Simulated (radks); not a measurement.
Problem. The mean radii <r> (bohr) of the occupied orbitals of an atom or ion are listed with their occupations. Calculated with a radial shooting solver on a logarithmic mesh with Libxc functionals: non-relativistic Kohn-Sham, TPSS, spin-polarised, spherical densities, point nucleus; meta-GGA in the generalised Kohn-Sham scheme.

| orbital | occ. | <r> |
|---|---|---|
| 1s down | 1 | 0.05911 |
| 1s up | 1 | 0.05911 |
| 2s up | 1 | 0.2699 |
| 2s down | 1 | 0.2694 |
| 2p up | 3 | 0.2370 |
| 2p down | 3 | 0.2364 |
| 3s up | 1 | 0.8113 |
| 3s down | 1 | 0.8152 |
| 3p up | 3 | 0.8463 |
| 3p down | 3 | 0.8538 |
| 3d up | 5 | 0.9718 |

Name the element and its charge. Open shells, if any, are filled with parallel spins first.

Solution. Z = 26, iron, charge +3: Fe3+ in [Ar] 3d5. The 1s radius gives Z: for a bare nucleus <r> = 1.5/Z, 0.05769 bohr for Z = 26, and screening makes it slightly larger (0.05911 here). The occupations add up to 23, and the charge is Z minus that.
